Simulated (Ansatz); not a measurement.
W₂S₄⁻. The state is a doublet with charge -1. Geometry PBE-D4/def2-SVPD, basis def2-TZVPD, Ansatz.

```xyz
6

W     0.372    0.096    0.003
W    -1.563    0.150   -1.139
S     0.218    1.312   -2.124
S     1.443   -1.977    0.298
S     1.157   -0.939    2.135
S    -1.627    1.358    0.827
```

```
run  HOMO (eV)  LUMO (eV)
  A      -0.40       0.56
  B      -2.77       1.99
  C      -1.55       1.28
  D      -0.75       0.70
```

In the def2 sets W takes a core potential; there is no spin–orbit coupling. No other spin state of charge -1 was run. Another isomer (doublet) lies 2.16 eV lower at PBE0-D4/def2-TZVPD; other spin states weren't run for this one.

HOMO and LUMO are taken over both spins.

**Question.** The runs used CAM-B3LYP, PBE, PBE0, r2SCAN. Estimate which is which.

**Answer.** A PBE (0 % exact exchange); B CAM-B3LYP (range-separated); C PBE0 (25 % exact exchange); D r2SCAN (0 % exact exchange). Exact exchange lowers occupied and raises empty levels; among semilocal functionals meta-GGAs tend to open the gap a little, and such runs are hard to tell apart. The gap grows from 0.96 eV (PBE) to 4.77 eV (CAM-B3LYP). At CAM-B3LYP-D4/def2-TZVPD, PBE0-D4/def2-TZVPD the charge -1 doublet is spin-contaminated (final ⟨S²⟩ up to 0.90, 0.75 for a pure state).
